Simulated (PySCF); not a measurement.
Record of a relaxation.

Species: (HAlPH)3 ring, Al₃H₆P₃.
Bonds: Al1–P3, Al1–P9, P3–Al4, Al4–P6, P6–Al7, Al7–P9. Hydrogens: H2 on Al1; H10 on P3; H5 on Al4; H11 on P6; H8 on Al7; H12 on P9.

Computed by this run: PBE0-D3(BJ)/def2-SVP geometry optimisation, gas phase in PySCF; density fitting, grid level 1; the optimiser is geomeTRIC in internal coordinates, started from a GFN2-xTB structure with every atom displaced at random (about 0.03 Å). The frame can shift and turn from step to step; on so coarse a grid that alone can change the energy by a few meV, and forces under 0.02 eV/Å are noise.

Step 0: E = -47722.5001 eV, largest atomic force 1.824 eV/Å
```
atom  x, y, z in Å  |  force x, y, z in eV/Å
Al1    -0.559    1.308    1.163   -1.349   1.056  -0.134
H2     -2.050    1.591    1.768    0.414  -0.157  -0.161
P3     -0.138    2.584   -0.786    1.347  -0.916   0.821
Al4    -0.026    0.566   -1.895   -1.352   0.297  -0.991
H5     -1.154    0.338   -3.075    0.459   0.109   0.424
P6      1.299   -1.236   -1.615    0.477  -0.207   0.571
Al7     0.694   -1.551    0.602    0.495   0.771   0.183
H8      0.268   -2.980    0.939   -0.313  -0.817   0.219
P9      0.721   -0.041    2.440    1.234  -0.164  -0.970
H10     1.240    2.121   -0.388   -0.613   0.576  -0.306
H11     0.258   -2.130   -2.001    0.003  -0.109  -0.184
H12    -0.438   -0.653    2.898   -0.803  -0.440   0.527
```

Step 1: E = -47722.8664 eV, largest atomic force 0.706 eV/Å
```
atom  x, y, z in Å  |  force x, y, z in eV/Å
Al1    -0.631    1.377    1.158   -0.411   0.308   0.128
H2     -2.062    1.590    1.827   -0.007   0.032  -0.112
P3     -0.084    2.584   -0.770    0.478  -0.399   0.333
Al4    -0.092    0.575   -1.924   -0.368  -0.050  -0.355
H5     -1.135    0.339   -3.104   -0.016   0.093   0.034
P6      1.296   -1.228   -1.602    0.054   0.037   0.333
Al7     0.697   -1.583    0.605    0.088  -0.005   0.257
H8      0.255   -3.049    1.025   -0.019  -0.025  -0.056
P9      0.726   -0.033    2.360    0.069  -0.188  -0.480
H10     1.263    2.170   -0.403   -0.087   0.220  -0.093
H11     0.311   -2.162   -2.054    0.105  -0.037  -0.115
H12    -0.428   -0.662    2.933    0.113   0.014   0.126
```

Step 2: E = -47722.9958 eV, largest atomic force 0.293 eV/Å
```
atom  x, y, z in Å  |  force x, y, z in eV/Å
Al1    -0.697    1.426    1.171    0.049  -0.084   0.200
H2     -2.120    1.660    1.821   -0.114   0.054  -0.036
P3     -0.031    2.552   -0.744   -0.028  -0.025  -0.045
Al4    -0.160    0.560   -1.938    0.141  -0.150  -0.034
H5     -1.185    0.369   -3.122   -0.146   0.048  -0.064
P6      1.294   -1.216   -1.575   -0.160   0.207   0.091
Al7     0.688   -1.612    0.617   -0.083  -0.236   0.102
H8      0.274   -3.098    1.048    0.047   0.135  -0.086
P9      0.714   -0.029    2.298   -0.248   0.048  -0.149
H10     1.306    2.174   -0.402    0.192  -0.035   0.039
H11     0.408   -2.202   -2.115    0.119  -0.028  -0.040
H12    -0.376   -0.666    2.992    0.230   0.067   0.023
```

Step 3: E = -47723.0538 eV, largest atomic force 0.290 eV/Å
```
atom  x, y, z in Å  |  force x, y, z in eV/Å
Al1    -0.748    1.458    1.186    0.153  -0.192   0.149
H2     -2.179    1.739    1.802   -0.056   0.040  -0.026
P3      0.019    2.514   -0.727   -0.029   0.072  -0.117
Al4    -0.210    0.544   -1.949    0.235  -0.123   0.025
H5     -1.256    0.404   -3.128   -0.091   0.021   0.001
P6      1.288   -1.190   -1.555   -0.196   0.210  -0.004
Al7     0.658   -1.634    0.619   -0.088  -0.217  -0.005
H8      0.292   -3.131    1.044    0.037   0.131  -0.060
P9      0.687   -0.022    2.259   -0.268   0.111   0.001
H10     1.358    2.124   -0.392    0.048  -0.087   0.045
H11     0.522   -2.227   -2.171    0.082  -0.029  -0.001
H12    -0.316   -0.663    3.064    0.173   0.062  -0.009
```

Step 4: E = -47723.0835 eV, largest atomic force 0.176 eV/Å
```
atom  x, y, z in Å  |  force x, y, z in eV/Å
Al1    -0.781    1.472    1.192    0.112  -0.131   0.037
H2     -2.220    1.819    1.760   -0.008   0.010  -0.002
P3      0.072    2.478   -0.715   -0.052   0.105  -0.089
Al4    -0.242    0.536   -1.956    0.164  -0.033   0.027
H5     -1.325    0.438   -3.109   -0.041  -0.009   0.023
P6      1.278   -1.155   -1.540   -0.115   0.101  -0.017
Al7     0.614   -1.649    0.614   -0.017  -0.061  -0.045
H8      0.296   -3.152    1.022    0.002   0.038  -0.014
P9      0.652   -0.015    2.233   -0.129   0.068   0.018
H10     1.392    2.035   -0.372    0.011  -0.088   0.045
H11     0.635   -2.238   -2.213    0.028  -0.024   0.011
H12    -0.258   -0.652    3.134    0.045   0.024   0.008
```

Step 5: E = -47723.0907 eV, largest atomic force 0.065 eV/Å
```
atom  x, y, z in Å  |  force x, y, z in eV/Å
Al1    -0.785    1.468    1.184    0.025  -0.032  -0.011
H2     -2.227    1.840    1.733    0.005  -0.005   0.005
P3      0.099    2.471   -0.712    0.012   0.056  -0.031
Al4    -0.241    0.542   -1.959    0.042   0.010  -0.001
H5     -1.352    0.451   -3.088   -0.008  -0.011   0.023
P6      1.273   -1.140   -1.537   -0.027   0.008  -0.001
Al7     0.597   -1.650    0.607    0.013   0.018  -0.024
H8      0.289   -3.154    1.007   -0.010  -0.011   0.002
P9      0.636   -0.013    2.229   -0.024   0.006   0.002
H10     1.402    1.983   -0.352   -0.026  -0.034   0.017
H11     0.670   -2.239   -2.219    0.004  -0.007   0.005
H12    -0.245   -0.642    3.159   -0.008   0.002   0.013
```

Step 6: E = -47723.0926 eV, largest atomic force 0.029 eV/Å
```
atom  x, y, z in Å  |  force x, y, z in eV/Å
Al1    -0.782    1.465    1.175   -0.016   0.016  -0.019
H2     -2.225    1.840    1.718    0.006  -0.005   0.002
P3      0.117    2.476   -0.712    0.019   0.014  -0.001
Al4    -0.232    0.549   -1.957   -0.013   0.015  -0.010
H5     -1.360    0.453   -3.069    0.001  -0.004   0.011
P6      1.273   -1.136   -1.538    0.017  -0.019   0.005
Al7     0.593   -1.649    0.604    0.008   0.024  -0.002
H8      0.281   -3.152    0.997   -0.009  -0.015   0.003
P9      0.628   -0.014    2.230    0.016  -0.018  -0.001
H10     1.406    1.960   -0.340   -0.008  -0.006   0.007
H11     0.673   -2.239   -2.217   -0.004   0.002  -0.002
H12    -0.256   -0.637    3.161   -0.016  -0.003   0.005
```

Step 7: E = -47723.0931 eV, largest atomic force 0.030 eV/Å
```
atom  x, y, z in Å  |  force x, y, z in eV/Å
Al1    -0.779    1.467    1.168   -0.017   0.022  -0.009
H2     -2.223    1.841    1.708    0.002  -0.001  -0.002
P3      0.134    2.480   -0.712    0.014  -0.007   0.009
Al4    -0.226    0.553   -1.953   -0.018   0.006  -0.009
H5     -1.364    0.454   -3.055    0.001   0.002   0.004
P6      1.276   -1.136   -1.538    0.026  -0.015   0.001
Al7     0.592   -1.648    0.602   -0.004   0.009   0.006
H8      0.272   -3.152    0.992   -0.005  -0.006   0.002
P9      0.620   -0.016    2.230    0.017  -0.015   0.002
H10     1.414    1.948   -0.331    0.001   0.005   0.002
H11     0.671   -2.238   -2.215   -0.006   0.004  -0.003
H12    -0.272   -0.636    3.156   -0.011  -0.003  -0.003
```

Step 8: E = -47723.0934 eV, largest atomic force 0.022 eV/Å
```
atom  x, y, z in Å  |  force x, y, z in eV/Å
Al1    -0.776    1.472    1.162   -0.007   0.011   0.003
H2     -2.221    1.847    1.697   -0.001   0.004  -0.004
P3      0.155    2.483   -0.710    0.002  -0.016   0.010
Al4    -0.219    0.557   -1.948   -0.007  -0.004  -0.004
H5     -1.366    0.457   -3.039    0.000   0.005  -0.002
P6      1.280   -1.138   -1.537    0.021  -0.004  -0.005
Al7     0.588   -1.650    0.600   -0.013  -0.005   0.005
H8      0.260   -3.153    0.986   -0.001   0.003   0.000
P9      0.611   -0.021    2.231    0.006  -0.003   0.004
H10     1.427    1.938   -0.321    0.009   0.008  -0.001
H11     0.670   -2.236   -2.216   -0.006   0.003  -0.002
H12    -0.293   -0.638    3.148   -0.003  -0.002  -0.006
```

Q: Summarise the path.

A: The energy falls by 13.68 kcal/mol from step 0 to step 8; nine tenths of that is first reached at step 3. It falls at every step. The largest force goes from 1.824 to 0.022 eV/Å. Among the bonds Al7–P9 changes most, from 2.379 to 2.305 Å; the atoms move by 0.269 Å rms after alignment.

The cost below is that of the whole optimisation. Hardware: one thread of an AMD EPYC, no GPU, shared host with 64 logical CPUs at a one-minute load of 62. Cost: 3.4 min of wall time, 0.55 GiB resident at most.
